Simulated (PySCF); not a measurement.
C₅H₉FP (charge +1).
Z-matrix (Å and degrees, PBE0-D3(BJ)/def2-SVP geometry), rows numbered from 1:
```
C 
P   1  1.7923
C   2  1.8252  1  112.52
C   3  1.5042  2  101.80  1  -100.47
C   4  1.3372  3  116.45  2   -13.19
F   5  1.3092  4  124.74  3  -178.82
C   5  1.5080  4  119.40  3     0.46
H   1  1.1002  2  109.67  3   -65.64
H   1  1.1001  2  109.93  3   174.10
H   1  1.1005  2  108.56  3    54.12
H   2  1.4100  1  109.46  3   125.99
H   3  1.1024  2  110.15  1    20.47
H   3  1.1043  2  110.60  1   138.83
H   4  1.0917  3  121.26  2   168.54
H   7  1.1040  2  111.84  1  -139.43
H   7  1.1022  2  111.90  1   -18.44
```

Computed with PySCF at PBE0/pcSseg-1 and PBE0/def2-SVPD, non-relativistic, on one gas-phase PBE0-D3(BJ)/def2-SVP geometry that isn't relaxed in the solvent. The solvent is an IEF-PCM continuum (Bondi radii, 1.10 Å for H, scaled by 1.2). Only the electrostatic response of the medium enters.

Gas phase at PBE0/pcSseg-1: HOMO -11.81 eV, LUMO -4.63 eV.

Problem. What does the continuum do to the energy and the frontier levels at PBE0/pcSseg-1 in tetrahydrofuran and water?

Solution. 
```tsv
solvent	ε	E(solvent) − E(gas) (kcal/mol)	polarisation term (kcal/mol)	distortion of the solute (kcal/mol)	HOMO (eV)	LUMO (eV)
tetrahydrofuran	7.426	-51.74	-52.94	1.20	-8.15	-0.67
water	78.36	-59.50	-61.35	1.85	-7.66	-0.14
```

Polarisation term: ½ Σ q·V over the induced surface charges. Distortion: the rise of the solute's own energy as its density leaves the gas-phase optimum. From tetrahydrofuran to water the lowering changes by a factor 1.15, Born's factor 1 − 1/ε by 1.14 and ε itself by 10.6.

Problem. Which radius a makes Born's formula ΔE = −(q²/2a)(1 − 1/ε) give the value in water?

Solution. a = q²(1 − 1/ε)/(2|ΔE|) = 2.75 Å, with q = +1 e and |ΔE| = 0.0948 Eh; the farthest nucleus lies 3.02 Å from the centroid of the nuclei. The formula assumes a point charge at the centre of a sphere.

Problem. Which Hirshfeld charges (PBE0/pcSseg-1) respond most in tetrahydrofuran (means over atoms taken as equivalent)?

Solution. 
```csv
atoms,environment,gas (e),solvent (e),change
F6,vinyl fluorine,-0.031,-0.058,-0.027
P2,phosphonium phosphorus,+0.494,+0.520,+0.026
H11,P–H hydrogen,+0.068,+0.081,+0.013
H14,vinylic hydrogen,+0.086,+0.077,-0.009
C5,vinylic C–F carbon,+0.105,+0.097,-0.008
C4,alkene CH carbon,-0.056,-0.062,-0.006
```

Problem. Which Mayer bond orders change most in tetrahydrofuran?

Solution. 
```csv
bond,length (Å),gas,solvent,change
C5–F6,1.309,1.008,0.974,-0.034
C4–C5,1.337,1.820,1.831,+0.011
C5–C7,1.508,1.028,1.034,+0.006
C3–H13,1.104,0.898,0.902,+0.004
C4–H14,1.092,0.936,0.940,+0.004
C7–P2,1.817,0.974,0.972,-0.002
C1–H8,1.100,0.920,0.922,+0.002
C1–H9,1.100,0.920,0.922,+0.002
```

Gas phase at PBE0/def2-SVPD: HOMO -11.83 eV, LUMO -4.63 eV.

Problem. What does the continuum do to the energy and the frontier levels at PBE0/def2-SVPD in tetrahydrofuran?

Solution. 
| solvent | ε | E(solvent) − E(gas) (kcal/mol) | polarisation term (kcal/mol) | distortion of the solute (kcal/mol) | HOMO (eV) | LUMO (eV) |
| --- | --- | --- | --- | --- | --- | --- |
| tetrahydrofuran | 7.426 | -51.29 | -52.61 | 1.32 | -8.17 | -0.73 |

The atom shares or the degeneracy of the LUMO differ from the gas phase in tetrahydrofuran, so that column needn't follow one orbital.

Problem. How does the static polarisability (PBE0/def2-SVPD, frozen core, with the continuum's full static response) change?

Solution. 
| medium | isotropic (au) | principal values (au) | ⟨r²⟩ of the electrons (bohr²) |
| --- | --- | --- | --- |
| gas | 73.2 | 61.6, 77.5, 80.4 | 914.5 |
| tetrahydrofuran | 94.5 | 80.4, 99.7, 103.5 | 915.8 |

The isotropic value in tetrahydrofuran is 1.29 times the gas-phase one; no cavity-field correction is applied. ⟨r²⟩ is taken about the centre of nuclear charge.

Hardware: one thread, Arm Neoverse V1 (aarch64), shared host. Cost: 19 s of wall time, 1.0 GiB resident at most. This is the whole shielding run at PBE0/pcSseg-1 in water, SCF included.
